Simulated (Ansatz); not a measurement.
Born–Oppenheimer molecular dynamics of F$_{2}$H$_{4}$OSi$_{2}$ (9 atoms, charge 0, multiplicity 1). It starts from a relaxed structure.

Level of theory: RKS PBE/def2-SVP (Ansatz 0.2.0).

| Quantity | Value |
| --- | --- |
| ensemble | NVT, Nosé–Hoover chain |
| time step | 0.5 fs |
| steps asked | 100 |
| set temperature | 1000 K |
| thermostat | time constant 3 fs, chain length 1 |
| seed | 534188 |

Frames 2.5 fs apart, positions in Å, forces in eV/Å.

Velocities at 20 fs (Å/ps):

```
Si 5.45 -3.15 0.98
F -4.07 -0.36 -4.23
O 3.04 1.96 -4.24
H 5.28 -3.64 3.53
F -7.04 -1.80 2.18
Si 1.90 5.99 2.29
H 9.21 -11.91 -17.68
H -18.56 -17.05 -15.44
H -39.52 -37.12 44.34
```

```xyz
9
Properties=species:S:1:pos:R:3:forces:R:3 time_fs=20 energy_less_start_eV=1.161 T=634
Si 0.277 -0.245 -0.073 -1.79 0.51 1.87
F 0.441 -0.464 1.607 0.75 0.01 -1.60
O 1.587 -0.111 -1.048 2.08 0.64 -0.33
H 2.556 0.209 -1.200 -2.59 -0.63 0.84
F -0.782 1.033 0.050 0.94 0.37 -0.50
Si -1.281 -1.871 -0.696 0.05 0.97 0.89
H -2.684 -1.637 0.008 1.21 -0.35 -0.62
H -1.212 -1.862 -2.153 -0.41 -0.24 -0.80
H -0.338 -2.859 -0.161 -0.24 -1.27 0.23
9
Properties=species:S:1:pos:R:3:forces:R:3 time_fs=22.5 energy_less_start_eV=0.833 T=983
Si 0.288 -0.253 -0.069 -1.89 0.86 1.32
F 0.432 -0.465 1.594 0.88 -0.05 -1.22
O 1.597 -0.105 -1.059 -1.03 -0.28 0.38
H 2.505 0.185 -1.169 0.30 0.30 0.38
F -0.798 1.029 0.054 1.24 -0.01 -0.58
Si -1.276 -1.855 -0.689 1.22 -0.37 -0.04
H -2.632 -1.674 -0.050 0.25 0.00 -0.12
H -1.269 -1.911 -2.205 -0.25 -0.23 0.27
H -0.447 -2.979 -0.050 -0.70 -0.22 -0.38
9
Properties=species:S:1:pos:R:3:forces:R:3 time_fs=25 energy_less_start_eV=0.954 T=938
Si 0.295 -0.258 -0.062 -1.85 1.13 0.62
F 0.426 -0.466 1.577 0.99 -0.12 -0.64
O 1.603 -0.101 -1.069 -3.65 -1.07 0.70
H 2.478 0.182 -1.113 2.73 1.08 0.26
F -0.810 1.025 0.057 1.42 -0.28 -0.64
Si -1.268 -1.841 -0.683 2.43 -1.86 -1.02
H -2.567 -1.712 -0.116 -1.36 0.43 0.63
H -1.342 -1.975 -2.244 0.00 -0.07 0.98
H -0.600 -3.116 0.041 -0.71 0.76 -0.89
9
Properties=species:S:1:pos:R:3:forces:R:3 time_fs=27.5 energy_less_start_eV=1.009 T=1019
Si 0.299 -0.261 -0.053 -1.84 1.41 -0.08
F 0.423 -0.468 1.557 1.08 -0.22 0.20
O 1.599 -0.099 -1.077 1.39 0.55 0.58
H 2.569 0.229 -1.036 -2.28 -0.57 0.31
F -0.818 1.019 0.058 1.47 -0.44 -0.66
Si -1.255 -1.829 -0.678 1.56 -2.75 -0.96
H -2.573 -1.726 -0.151 -1.39 0.68 0.66
H -1.419 -2.048 -2.228 0.26 0.10 0.98
H -0.803 -3.218 0.084 -0.26 1.25 -1.04
9
Properties=species:S:1:pos:R:3:forces:R:3 time_fs=30 energy_less_start_eV=0.986 T=1151
Si 0.300 -0.261 -0.043 -1.76 1.54 -1.08
F 0.423 -0.470 1.536 1.20 -0.34 1.17
O 1.598 -0.095 -1.082 1.43 0.65 0.99
H 2.555 0.254 -0.937 -2.32 -0.66 -0.02
F -0.822 1.012 0.057 1.47 -0.44 -0.66
Si -1.238 -1.822 -0.675 -1.04 -2.86 0.06
H -2.657 -1.700 -0.151 0.27 0.74 0.06
H -1.486 -2.119 -2.154 0.40 0.19 0.28
H -1.035 -3.252 0.068 0.36 1.18 -0.81
9
Properties=species:S:1:pos:R:3:forces:R:3 time_fs=32.5 energy_less_start_eV=1.120 T=937
Si 0.296 -0.259 -0.036 -1.70 1.39 -2.12
F 0.427 -0.473 1.519 1.33 -0.43 2.04
O 1.601 -0.090 -1.085 -3.02 -0.94 0.41
H 2.429 0.249 -0.832 2.20 1.03 0.76
F -0.822 1.004 0.053 1.38 -0.29 -0.65
Si -1.222 -1.821 -0.672 -2.67 -2.09 0.86
H -2.730 -1.631 -0.146 1.29 0.68 -0.30
H -1.531 -2.181 -2.064 0.34 0.17 -0.80
H -1.250 -3.218 0.006 0.85 0.48 -0.21
9
Properties=species:S:1:pos:R:3:forces:R:3 time_fs=35 energy_less_start_eV=1.222 T=820
Si 0.289 -0.253 -0.033 -1.65 0.98 -2.56
F 0.435 -0.478 1.508 1.39 -0.45 2.48
O 1.594 -0.087 -1.085 -0.89 -0.03 1.13
H 2.398 0.290 -0.694 0.35 0.22 0.01
F -0.817 0.995 0.048 1.13 0.02 -0.59
Si -1.212 -1.825 -0.667 -3.06 -0.88 0.56
H -2.728 -1.524 -0.158 1.43 0.56 -0.37
H -1.555 -2.231 -2.022 0.30 0.22 -1.23
H -1.409 -3.160 -0.066 0.99 -0.64 0.57
9
Properties=species:S:1:pos:R:3:forces:R:3 time_fs=37.5 energy_less_start_eV=1.281 T=969
Si 0.278 -0.244 -0.036 -1.31 0.25 -2.32
F 0.448 -0.485 1.505 1.35 -0.38 2.32
O 1.584 -0.085 -1.081 1.85 1.40 2.68
H 2.393 0.348 -0.548 -2.06 -1.10 -1.69
F -0.808 0.985 0.041 0.68 0.52 -0.51
Si -1.209 -1.831 -0.661 -2.75 -0.48 -0.63
H -2.638 -1.375 -0.192 0.89 0.45 -0.24
H -1.560 -2.268 -2.048 0.47 0.49 -0.57
H -1.517 -3.136 -0.108 0.87 -1.16 0.96
9
Properties=species:S:1:pos:R:3:forces:R:3 time_fs=40 energy_less_start_eV=1.006 T=1517
Si 0.262 -0.234 -0.045 -0.72 -0.99 -1.56
F 0.467 -0.493 1.509 1.19 -0.17 1.55
O 1.578 -0.077 -1.066 0.60 0.90 2.01
H 2.275 0.356 -0.478 -0.37 -0.39 -1.13
F -0.796 0.976 0.030 0.04 1.28 -0.41
Si -1.211 -1.839 -0.655 -1.93 -1.45 -1.55
H -2.482 -1.174 -0.246 -0.23 0.44 0.05
H -1.537 -2.281 -2.114 0.59 0.69 0.37
H -1.585 -3.174 -0.099 0.83 -0.30 0.67
9
Properties=species:S:1:pos:R:3:forces:R:3 time_fs=42.5 energy_less_start_eV=1.073 T=1023
Si 0.245 -0.227 -0.056 -0.10 -2.37 -0.57
F 0.490 -0.502 1.518 0.95 0.08 0.59
O 1.574 -0.066 -1.045 -2.18 -0.92 -0.73
H 2.153 0.351 -0.459 2.91 1.67 1.45
F -0.783 0.971 0.019 -0.61 2.10 -0.29
Si -1.217 -1.849 -0.653 -1.51 -2.00 -1.61
H -2.339 -0.956 -0.297 -0.70 0.11 0.11
H -1.482 -2.256 -2.160 0.50 0.63 0.81
H -1.605 -3.228 -0.053 0.74 0.70 0.25
9
Properties=species:S:1:pos:R:3:forces:R:3 time_fs=45 energy_less_start_eV=0.960 T=755
Si 0.231 -0.225 -0.066 0.49 -3.08 0.39
F 0.511 -0.509 1.527 0.68 0.25 -0.13
O 1.565 -0.060 -1.029 0.63 0.92 1.34
H 2.175 0.412 -0.397 0.26 -0.16 -0.93
F -0.775 0.973 0.009 -0.95 2.60 -0.19
Si -1.225 -1.862 -0.654 -1.53 -1.08 -1.05
H -2.258 -0.778 -0.334 -0.39 -0.77 -0.06
H -1.411 -2.203 -2.156 0.29 0.37 0.57
H -1.582 -3.237 -0.002 0.52 0.95 0.05
9
Properties=species:S:1:pos:R:3:forces:R:3 time_fs=47.5 energy_less_start_eV=0.981 T=659
Si 0.220 -0.230 -0.074 0.71 -3.11 1.17
F 0.531 -0.514 1.534 0.43 0.35 -0.61
O 1.559 -0.051 -1.011 1.96 1.69 1.85
H 2.217 0.463 -0.388 -1.04 -1.02 -1.75
F -0.771 0.982 0.000 -0.91 2.61 -0.12
Si -1.235 -1.874 -0.657 -1.22 0.36 -0.32
H -2.211 -0.668 -0.368 -0.24 -1.40 -0.13
H -1.335 -2.138 -2.123 0.06 -0.01 -0.21
H -1.533 -3.193 0.046 0.23 0.52 0.12
```

Of the whole run (50 fs, mean temperature of the second half 984 K): The conserved energy stayed within 0.91 meV per atom of its start (net change 0.21 meV per atom), so the integration is sound. A run of 0.05 ps of so small a system gives no equilibrium averages.

The run took 2.6 min on 2 threads of Arm Neoverse V1, with other jobs on the host, peak memory 0.13 GiB.
